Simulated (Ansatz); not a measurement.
The lowest doublet and quartet of CH (SMILES [CH]); geometries from B3LYP-D3(BJ)/def2-TZVP, each state relaxed from the structure named, with no frequency check.
Doublet (charge 0, multiplicity 2):
```xyz
2

C      0.0000     0.0000    -0.1605
H      0.0000     0.0000     0.9630
```
Quartet (charge 0, multiplicity 4):
```
atom   x (Å)   y (Å)    z (Å)
----  ------  ------  -------
C     0.0000  0.0000  -0.1563
H     0.0000  0.0000   0.9375
```

A positive gap puts the quartet lower; no zero-point energy. U- takes an unrestricted doublet. The quartet is unrestricted in single-reference levels. Active spaces average the two states.

Correlated levels freeze the cores.

Run with Ansatz (Gaussian basis) for Hartree–Fock, density functionals and correlated methods. Values without a source in brackets are computed.

| level | gap E(doublet) − E(quartet), adiabatic (kJ/mol) |
|---|---|
| U-HF/cc-pVQZ (spin-contaminated) | 10.5 |
| U-PBE/def2-TZVPP (spin-contaminated) | -59.8 |
| U-wB97M-V/def2-TZVPP | -82.1 |
| U-MP2/cc-pVTZ (spin-contaminated) | -27.2 |
| U-MP2/cc-pVQZ (spin-contaminated) | -31.7 |
| U-CCSD(T)/cc-pVQZ (spin-contaminated) | ? |
| U-CCSDT/cc-pVDZ (spin-contaminated) | -55.1 |
| U-CCSDT(Q)/cc-pVDZ (spin-contaminated) | -55.1 |
| FIC-NEVPT4(SD) on SA-CASSCF(5,5)/cc-pVTZ | ? |

Q: Some entries are withheld; supply them.

A: 
- U-CCSD(T)/cc-pVQZ (spin-contaminated), gap E(doublet) − E(quartet), adiabatic (kJ/mol): -68.5
- FIC-NEVPT4(SD) on SA-CASSCF(5,5)/cc-pVTZ, gap E(doublet) − E(quartet), adiabatic (kJ/mol): -70.6

Doubts at one or more of the structures used: T1 above 0.05 (U-CCSD(T)/cc-pVQZ (spin-contaminated), U-CCSDT/cc-pVDZ (spin-contaminated), U-CCSDT(Q)/cc-pVDZ (spin-contaminated)).

Ansatz is a quantum-chemistry and plane-wave program.
